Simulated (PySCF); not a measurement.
C3H2F3, SMILES [C](=C)C(F)(F)F, multiplicity 2. Geometry optimised at PBE-D3(BJ)/def2-SVP. The isomer is the one that the SMILES or the coordinates give; other isomers of the formula were not compared.

All values below come from PySCF 2.14.0 with PBE-D3(BJ)/def2-SVP.

Harmonic wavenumbers (cm⁻¹): 88, 184, 309, 404, 469, 537, 579, 621, 787, 875, 941, 1116, 1154, 1201, 1329, 1743, 3003, 3115. Rotational constants (GHz): 5.509, 2.814, 2.796; symmetry number 1.

Problem. Work out the zero-point energy and the ideal-gas rigid-rotor harmonic-oscillator thermochemistry at 298.15 K and 1 atm.

Solution. ZPE = ½ Σ hcν = ½ × 18456 cm⁻¹ = 26.38 kcal/mol. H − E(el) = 30.69 kcal/mol. Entropy in cal/(mol K): translation 39.57, rotation 26.41, vibration 11.19, spin 1.38, total 78.55. G − E(el) = 7.27 kcal/mol. Cp = 21.96 cal/(mol K). Modes under 150 cm⁻¹ make the vibrational entropy uncertain.
